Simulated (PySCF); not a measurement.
**Electron correlation in Ga (gallium, neutral)**

[Ar] 3d10 4s1 4p2, high-spin 4P determinant (an excited configuration). Calculation: PySCF 2.14, in aug-cc-pVDZ-PP with ECP10MDF; a scalar-relativistic core potential. Frozen: 3s2 3p6 3d10; 3 electrons correlated.

```
  level  correlation energy (mhartree)
   CCSD                         -10.53
    (T)                          -0.03
CCSD(T)                         -10.56
  CCSDT                         -10.58
    FCI                         -10.58
```

Diagnostics: T1 = 0.0045, D1 = 0.0066, largest double amplitude 0.041, weight of the Hartree-Fock determinant in FCI 0.9861 (1771 determinants).

Cost of the coupled-cluster step: roughly 0.12 core-seconds, for 3 correlated electrons.
